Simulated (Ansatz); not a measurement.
Two members of one family (Si nanocrystals, cubic, H-capped), computed with Ansatz in the gas phase. Binding counts from free atoms in the multiplicity of their measured ground term, without zero-point energy. Sets without diffuse functions give affinities that are too small. A dash marks a value that wasn't run or was left out as unsound. The structures are stationary points that may keep the symmetry of their start. Remarks come from the PBE and PBE0 runs and from stability tests at other levels; not every state was tested. A HOMO above zero means that the electron is unbound at that level and held by the basis, or that self-interaction error raises the level; the energy of removing that electron tells which. HOMO above LUMO (over both spins in singlets and doublets, within one spin in higher multiplets; at PBE or PBE0), or a gap under 0.15 eV within one spin, warns that the state may not be the lowest or that an electron is smeared out.

First: Si13H20 (singlet, charge 0, PBE-D4/def2-SVP geometry).

```xyz
33

Si    0.605   -0.423    3.407
Si    1.934    0.225   -3.312
Si    1.448    1.999    0.612
Si    1.161   -1.840   -0.088
Si   -2.375   -1.837    1.435
Si   -1.505    0.517   -1.486
Si   -2.085    1.954    1.997
Si    2.340   -1.770   -2.124
Si    1.850   -0.174    1.423
Si   -1.691   -0.166    2.945
Si   -0.376    0.629   -3.547
Si   -0.823    2.190    0.020
Si   -1.133   -1.607   -0.549
H     1.037    0.613    4.415
H     0.851   -1.789    3.997
H     2.554    0.113   -4.685
H     2.586    1.383   -2.605
H     1.737    2.984    1.719
H     2.348    2.328   -0.550
H     1.394   -3.182    0.569
H    -2.141   -3.200    2.036
H    -3.848   -1.692    1.142
H    -2.988    0.691   -1.727
H    -1.695    3.029    2.983
H    -3.553    2.104    1.687
H     3.821   -1.936   -1.885
H     1.869   -2.922   -2.979
H     3.322   -0.347    1.719
H    -2.477   -0.291    4.231
H    -0.601    1.969   -4.203
H    -0.944   -0.439   -4.452
H    -1.083    3.548   -0.592
H    -1.538   -2.662   -1.554
```

| level | HOMO (eV) | LUMO (eV) | gap (eV) | vertical IE (eV) | vertical EA (eV) | vertical triplet (eV) | binding per atom (eV) |
| --- | --- | --- | --- | --- | --- | --- | --- |
| PBE-D4/def2-SVP | -6.43 | -1.86 | 4.57 | – | – | – | 3.20 |
| PBE-D4/def2-TZVP | -6.41 | -2.01 | 4.40 | 8.16 | 0.52 | 4.31 | 3.20 |
| r2SCAN-D4/def2-TZVP | -6.63 | -1.88 | 4.75 | – | – | – | 3.22 |
| PBE0-D4/def2-SVP | -7.44 | -1.19 | 6.24 | – | – | – | 3.20 |
| PBE0-D4/def2-TZVP | -7.38 | -1.30 | 6.08 | 8.60 | 0.33 | 4.88 | 3.20 |

Remarks: HOMO above zero (-1 doublet), gap within one spin near zero at PBE or PBE0 (-1 doublet), gap within one spin near zero at PBE or PBE0 (triplet).

Second: Si14H20 (singlet, charge 0, PBE-D4/def2-SVP geometry).

Cartesian coordinates in Å:
```
Si -1.8329 -2.3593 1.8882
Si 0.3839 1.1647 -3.3119
Si 0.6480 -1.9004 -1.0145
Si -2.0963 0.7128 -0.4140
Si -0.9090 1.1281 3.2227
Si 1.5692 1.5798 0.3165
Si 1.8466 -1.4891 2.6190
Si -1.8445 1.4914 -2.6198
Si -1.5744 -1.5792 -0.3163
Si -0.3831 -1.1669 3.3112
Si 0.9103 -1.1302 -3.2220
Si 1.8334 2.3577 -1.8881
Si 2.0926 -0.7113 0.4129
Si -0.6539 1.9003 1.0150
H -1.5126 -3.8342 1.9471
H -3.2619 -2.1660 2.3336
H 0.5487 1.6637 -4.7285
H 0.9809 -3.3728 -0.9361
H -3.5219 0.9135 0.0467
H -2.3323 1.3463 3.6769
H 0.0056 1.9001 4.1422
H 2.4918 2.3339 1.2466
H 2.1984 -2.9547 2.6866
H 2.7802 -0.7332 3.5326
H -2.7809 0.7424 -3.5355
H -2.1909 2.9589 -2.6842
H -2.4970 -2.3344 -1.2455
H -0.5465 -1.6656 4.7281
H 0.0000 -1.9019 -4.1452
H 2.3354 -1.3458 -3.6696
H 3.2637 2.1583 -2.3287
H 1.5194 3.8321 -1.9519
H 3.5168 -0.9113 -0.0526
H -0.9869 3.3721 0.9383
```

Q: Estimate the same table for the second.

A: 
```csv
level,HOMO (eV),LUMO (eV),gap (eV),vertical IE (eV),vertical EA (eV),vertical triplet (eV),binding per atom (eV)
PBE-D4/def2-SVP,-6.34,-1.91,4.42,–,–,–,3.25
PBE-D4/def2-TZVP,-6.32,-2.06,4.26,8.02,0.61,4.19,3.25
r2SCAN-D4/def2-TZVP,-6.54,-1.93,4.61,–,–,–,3.27
PBE0-D4/def2-SVP,-7.33,-1.25,6.09,–,–,–,3.25
PBE0-D4/def2-TZVP,-7.28,-1.35,5.93,8.47,0.40,4.82,3.25
```

Remarks: HOMO above zero (-1 doublet), gap within one spin near zero at PBE or PBE0 (-1 doublet), gap within one spin near zero at PBE or PBE0 (triplet).
